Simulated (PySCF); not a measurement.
**Stationary points of VSe₂⁺**

Level of theory: PySCF, B3LYP, basis V def2-SVP, Se def2-SVP (no relativity, density fitting).

Relaxations began from a few typed shapes; open shells are unrestricted. The search is not exhaustive: other isomers or separated fragments can lie lower, and high-lying points may rest on an excited occupation.

```json
{"spin": "singlet", "group": "C2v", "bonds": "V–Se 2.126 Å (×2)", "angles": "Se–V–Se 107.7°", "imaginary modes (cm⁻¹)": "none", "ΔE (kJ/mol)": "0.0", "ΔE with ZPE (kJ/mol)": "0.0"}
{"spin": "broken-symmetry Ms = 0 (⟨S²⟩ 1.85)", "group": "D∞h", "bonds": "V–Se 2.340 Å (×2)", "angles": "Se–V–Se 180.0°", "imaginary modes (cm⁻¹)": "122i", "ΔE (kJ/mol)": "60.5", "ΔE with ZPE (kJ/mol)": "–"}
```

The lowest minimum found is the singlet C2v: V–Se 2.126 Å (×2); Se–V–Se 107.7°.

Formally V is in oxidation state +5, d0. A d0 centre has no lone pair, yet it is C2v rather than linear: covalent bonding through the d orbitals favours lower symmetry. The polar-tensor charge on V, 1.10, is far below the formal one.

The electron or spin density has lower symmetry than the nuclear frame for the broken-symmetry Ms = 0 (⟨S²⟩ 1.85) D∞h at 60.5 kJ/mol.
